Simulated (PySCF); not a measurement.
C6H9N.
Structure used (GFN2-xTB), in Å, numbered top down from 1:
```
atom  x, y, z in Å
C1     0.7761    2.0194    1.0569
C2    -0.1326    1.2165    0.5190
C3     0.0820   -0.1923    0.1893
C4     1.0292   -0.9472    1.0119
N5     1.4178   -2.1005    0.6775
C6    -0.5626   -0.8306   -0.8033
C7    -1.5378   -0.2572   -1.7663
H8     1.7791    1.6926    1.2755
H9     0.5555    3.0489    1.2827
H10   -1.1155    1.6094    0.2942
H11    1.3486   -0.4355    1.9295
H12    2.0621   -2.5442    1.3275
H13   -0.3362   -1.8808   -0.9307
H14   -1.6421    0.8190   -1.6669
H15   -1.2177   -0.4838   -2.7831
H16   -2.5136   -0.7247   -1.6252
```

The closed-shell SCF was solved with PySCF and density fitting under several settings on one GFN2-xTB geometry (grid level 2 and gas phase unless stated).

| settings | basis functions | SCF cycles | E (Eh) | HOMO (eV) | LUMO (eV) | dipole (D) |
| --- | --- | --- | --- | --- | --- | --- |
| PBE0/pcseg-1, damping 0.2 at the start, DIIS from the seventh cycle | 143 | 17 | -288.3365 | -6.59 | -1.31 | 1.19 |
| PW91/pcSseg-1, fitting basis def2-universal-jkfit, start guess sap | 164 | 17 | -288.5926 | -5.63 | -2.27 | 1.10 |
| PBE0/pcseg-1, grid level 1 | 143 | 10 | -288.3365 | -6.59 | -1.31 | 1.19 |

Question: Estimate the rows for these settings: (1) KT3/pcSseg-1, IEF-PCM acetonitrile, energy threshold 1e-11 Eh; (2) HSE06/6-31G-J, energy threshold 1e-07 Eh.

Answer: 
```tsv
settings	basis functions	SCF cycles	E (Eh)	HOMO (eV)	LUMO (eV)	dipole (D)
KT3/pcSseg-1, IEF-PCM acetonitrile, energy threshold 1e-11 Eh	164	13	-293.3772	-5.62	-2.22	1.61
HSE06/6-31G-J, energy threshold 1e-07 Eh	120	9	-288.3903	-5.96	-1.38	1.25
```

Question: Over all rows, what range does the HOMO–LUMO gap span?

Answer: From 3.36 eV to 5.28 eV.

KT3 was designed for NMR shieldings or shifts; total energies of different functionals aren't comparable. The structure is a single GFN2-xTB conformer; no vibrational corrections.
